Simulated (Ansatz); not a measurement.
A nudged elastic band was laid between two geometries of F3HOSi + H4Si (11 atoms, charge 0, multiplicity 1).

Computed with RKS B3LYP/def2-SVP (Ansatz).

```json
{
 "movable images": "5",
 "climbing image": "yes",
 "spring": "5.0 eV/Å²",
 "optimiser": "quadratic models (default)",
 "start path": "through a guess of the saddle point",
 "force threshold": "0.05 eV/Å",
 "iteration limit": "60",
 "end points": "relaxed"
}
```

Initial state:

```xyz
11
Properties=species:S:1:pos:R:3
Si -0.398 0.657 -0.142
O -0.729 0.501 1.437
H -0.125 -0.010 1.993
F 0.688 1.792 -0.447
F -1.743 1.043 -0.908
F 0.182 -0.708 -0.762
Si 1.583 -2.757 1.424
H 0.290 -3.351 0.993
H 2.500 -2.584 0.266
H 2.218 -3.616 2.461
H 1.323 -1.416 2.037
```

Final state:

```xyz
11
Properties=species:S:1:pos:R:3
Si 0.550 -0.205 -0.169
O -0.709 -0.899 2.199
H -0.625 0.015 2.509
F 1.222 0.273 -1.560
F 0.579 1.120 0.768
F -1.010 -0.462 -0.543
Si 1.655 -2.055 0.722
H 0.702 -3.191 0.823
H 2.775 -2.435 -0.187
H 2.209 -1.694 2.054
H -1.560 -0.915 1.736
```

What changes between the two ends?

Bonds broken: Si1–O2, Si7–H11. Bonds formed: Si1–Si7, O2–H11. F3HOSi + H4Si becomes F3H3Si2 + H2O.

What energy profile does the band end with?

It converged. The highest image is number 4 of 0 to 6, 2.76 eV above the first end and 1.84 eV above the last; the last end lies 0.92 eV above the first. Neighbouring images differ by up to 1.8 eV, so the band resolves the path poorly. A vibrational analysis at the climbing image gives one clearly imaginary mode, 685i cm⁻¹: a first-order saddle point. The orbitals stay closed-shell, which can raise the energy where a bond breaks towards radicals; this wasn't checked here.

```tsv
image	path coordinate (Å)	energy (eV)	Si1–O2 (Å)	Si7–H11 (Å)	Si1–Si7 (Å)
0	0.00	0.00	1.62	1.50	4.25
1	1.56	0.01	1.62	1.50	4.17
2	3.12	0.08	1.62	1.49	4.12
3	4.67	0.94	1.64	1.45	3.38
4	6.23	2.76	1.75	1.95	2.51
5	8.46	1.18	2.73	2.85	2.35
6	10.68	0.92	2.77	3.56	2.33
```

What is the geometry of the highest image?


```xyz
11
Properties=species:S:1:pos:R:3:forces:R:3
Si -0.025 -0.117 0.035 -0.02 -0.03 0.04
O -0.049 -0.240 1.784 -0.01 0.02 -0.04
H -0.586 0.423 2.250 0.01 0.00 0.02
F 1.212 0.608 -0.737 0.02 0.02 -0.01
F -0.996 1.210 0.117 0.00 0.01 -0.01
F -1.036 -1.029 -0.860 0.00 0.00 0.00
Si 1.414 -2.130 0.471 0.00 0.00 0.02
H 0.977 -3.561 0.415 0.00 0.00 0.00
H 2.906 -2.148 0.581 0.00 0.00 -0.01
H 1.250 -2.107 2.175 0.00 0.00 0.00
H 0.719 -1.358 2.119 0.00 0.00 -0.01
```

The band took 49 iterations and of the order of 27 core-minutes.

Run time: 7.1 min on 4 threads of Arm Neoverse V1, with other jobs on the host, peak memory 0.3 GiB.
